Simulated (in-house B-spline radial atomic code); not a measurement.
Settings and results of a run for Mo VII (Mo6+). Computed with an all-electron radial atomic-structure program (B-spline basis): Dirac-Kohn-Sham wB97X, spherical fractional occupations, Fermi nucleus of rms radius 4.4091 fm.

Command:
```bash
python run_scf.py task.json out
```
Settings (nuclear radius in fm, mass in u):
```
Z                42
configuration    [Ar] 3d10 4s2 4p6
hamiltonian      dirac
method           wb97x
spin_polarised   False
nucleus          fermi
rms_radius       4.4091
atomic_mass      97.9054
speed_of_light   137.035999084
```

Output (hartree, bohr):
```
 radial grid: 67 intervals, B-splines of order 8, outer radius 15.5224 bohr

 iter        energy (Eh)    residual
    1       -4036.894717    4.87e-01
    2       -4040.927890    2.76e-01
    3       -4041.865955    5.68e-02
    4       -4041.919928    2.09e-02
    5       -4041.923114    7.85e-03
    6       -4041.923906    4.74e-04
    7       -4041.923908    4.59e-05
    8       -4041.923908    3.02e-06
    9       -4041.923908    2.15e-07

 total energy                     -4041.92391
 kinetic                            4191.5933
 electron-nucleus                  -9651.8714
 Hartree                            1539.9247
 exact exchange                      -23.8861
 exchange-correlation                -97.6844

 first-order corrections (not in the total)
   Gaunt                             2.6976
   retardation                      -0.2678
   frequency dependence             -0.0166
   self-energy                       1.8116
   Uehling                          -0.2072
   Wichmann-Kroll                    0.0031
   recoil                            0.0160

 orbital      occ     eigenvalue          <r>       <r^2>       <1/r>       r_max    small
 1s1/2      2.000      -733.2508    0.0351621  0.00166838      43.554     0.02287  2.35e-02
 2s1/2      2.000      -106.8710     0.153306   0.0277655     9.91822      0.1297  4.82e-03
 2p1/2      2.000       -98.5158     0.130764   0.0209898     9.88667       0.101  4.81e-03
 2p3/2      4.000       -94.5966     0.135328   0.0223523     9.41477      0.1048  4.66e-03
 3s1/2      2.000       -21.1070     0.427667    0.209601     3.39858      0.3834  1.29e-03
 3p1/2      2.000       -17.9219     0.422332    0.207724     3.29612      0.3708  1.23e-03
 3p3/2      4.000       -17.2706     0.432707    0.217837     3.18328        0.38  1.19e-03
 3d3/2      4.000       -11.6544     0.411731    0.203723     2.99378      0.3207  1.08e-03
 3d5/2      6.000       -11.5310     0.415167    0.206985     2.96449      0.3234  1.06e-03
 4s1/2      2.000        -5.5523      1.06625     1.27927     1.27996      0.9755  3.11e-04
 4p1/2      2.000        -4.5643      1.13712     1.46336     1.18355       1.028  2.75e-04
 4p3/2      4.000        -4.4573      1.15929     1.52019     1.15485       1.049  2.67e-04
```

Run time, properties included: 5 s on 1 thread of Arm Neoverse N1, with other jobs on the host.

For the Dirac Hamiltonian the kinetic term is c α·p + (β - 1)c².
